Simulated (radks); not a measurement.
Results of a calculation; reference values are marked as such.
All-electron atom: the germanium ion Ge+ in [Ar] 3d10 4s2 4f1 (not the ground configuration). Code: a radial shooting solver on a logarithmic mesh with Libxc functionals. Model: Dirac Kohn-Sham, LDA (Slater exchange, Perdew-Wang correlation), spin-unpolarised, spherical densities, finite nucleus; open shells fill j = l - 1/2 first; Fermi nuclear charge, rms radius 4.0742 fm.

Radial electron density D(r) = 4 pi r^2 rho(r):

| r (bohr) | D(r) (e/bohr) |
|---|---|
| 0.003976 | 3.935 |
| 0.005432 | 6.577 |
| 0.007421 | 10.63 |
| 0.01014 | 16.39 |
| 0.01385 | 23.76 |
| 0.01877 | 31.46 |
| 0.02564 | 37.65 |
| 0.03503 | 39.34 |
| 0.04786 | 35.94 |
| 0.06538 | 31.99 |
| 0.08861 | 34.43 |
| 0.1211 | 42.88 |
| 0.1654 | 44.74 |
| 0.2259 | 33.09 |
| 0.3062 | 23.16 |
| 0.4183 | 26.19 |
| 0.5715 | 27.93 |
| 0.7807 | 18.31 |
| 1.067 | 7.842 |
| 1.446 | 3.220 |
| 1.975 | 1.518 |
| 2.698 | 0.5324 |
| 3.686 | 0.1117 |
| 5.035 | 0.07859 |
| 6.824 | 0.1319 |
| 9.323 | 0.1258 |
| 12.74 | 0.04457 |
| 17.4 | 0.004024 |

D(r) has 4 maxima, at r = 0.0329, 0.148, 0.515, 7.88 bohr, and minima at 0.0697, 0.326, 4.47 bohr, inside which lie 2.10, 10.98, 30.05 electrons.
